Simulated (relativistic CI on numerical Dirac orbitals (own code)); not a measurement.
## Radial parameters of Hf¹³⁺

Computed by Dirac-Coulomb-Breit CI, KLI orbitals optimised for each configuration, model QED (radiative potential, 1s self-energy scaled to tabulated hydrogen-like ionisation energies), unscaled Slater integrals (own radial code, finite nucleus).

Slater integrals F^k, G^k are unscaled and averaged over j, outside the closed core [Ar] 3d10 4p6 4d10; ζ comes from projecting the Hamiltonian with its Breit term on Σ l·s of the shell.

- 4s2 4f11 5s2: F^2(4f,4f) = 173880, F^4(4f,4f) = 110890, F^6(4f,4f) = 80304, ζ(4f) = 4246 cm⁻¹; <r>(4f) = 0.5736, <r^2>(4f) = 0.3932 (bohr units).
- 4s2 4f13: ζ(4f) = 3945.4 cm⁻¹; <r>(4f) = 0.5908, <r^2>(4f) = 0.4186 (bohr units).
- 4s2 4f12 5s: F^2(4f,4f) = 170710, F^4(4f,4f) = 108710, F^6(4f,4f) = 78687, ζ(4f) = 4094.3, G^3(4f,5s) = 35411 cm⁻¹; <r>(4f) = 0.5823, <r^2>(4f) = 0.4061, <r>(5s) = 0.9974, <r^2>(5s) = 1.107 (bohr units).

Averages of the first 10 configurations, taken without configuration mixing, which lowers the lowest level and can move excited configurations by several eV; other configurations of the list can lie among them:

| Configuration | Parity | States | Average energy above the lowest level (eV) |
| --- | --- | --- | --- |
| 4s2 4f11 5s2 | odd | 364 | 7.7 |
| 4s2 4f13 | odd | 14 | 50.6 |
| 4s2 4f12 5s | even | 182 | 26.4 |
| 4s2 4f10 5s2 5p | odd | 6006 | 30.4 |
| 4s2 4f11 5s 5p | even | 4368 | 45.4 |
| 4s2 4f12 5p | odd | 546 | 66.2 |
| 4s2 4f10 5s2 5d | even | 10010 | 88.9 |
| 4s2 4f12 5f | odd | 1274 | 175.1 |
| 4s 4f13 5s | odd | 56 | 557.4 |
| 4s 4f14 | even | 2 | 579.7 |
